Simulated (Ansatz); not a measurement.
Consider the hydrogenolysis of the Al–Br bond: `[F][Al]([SH])[Br]` + H₂ → `[F][AlH][SH]` + HBr.

Gas-phase electronic energies from Ansatz, PBE0-D4/def2-TZVP geometries. CBS: MP2 limit from def2 TZ/QZ plus the TZ coupled-cluster correction, frozen cores. This one scheme is used for every species. Functionals use def2-TZVPP. For Br outer-core shells are correlated without core-valence functions, which leaves a few kJ/mol of doubt a bond. Scalar relativity is left out up to krypton. Each species was taken in one conformer, which may not be the lowest.

| level | ΔE (kJ/mol) |
| --- | --- |
| LC-ωPBE | 130.4 |
| HF/def2-QZVPP | 127.9 |

**Question.** What does CCSD(T)/CBS give? (Estimate.)

**Answer.** Ansatz gave: +140.3 kJ/mol. The listed levels differ from it by -9.9, -12.4 kJ/mol.

Largest T1 diagnostic among the species: 0.012.

The D4 term adds +7.8 kJ/mol with B3LYP and +4.2 kJ/mol with PBE0; it sums over pairs of atoms, weighted by their polarisabilities, and B3LYP, whose exchange is more repulsive, gets the larger term. At CCSD(T), def2-SVP lies −13.3 kJ/mol from the extrapolated value and def2-TZVPP −5.7 kJ/mol. Leaving LDA and LC-ωPBE aside and taking each functional with its dispersion term where it has one, the values, not all of them listed here, spread over 17.9 kJ/mol, from B97M-V to r2SCAN-D4.

B3LYP here is the variant with VWN-RPA as its local correlation; programs differ in this.
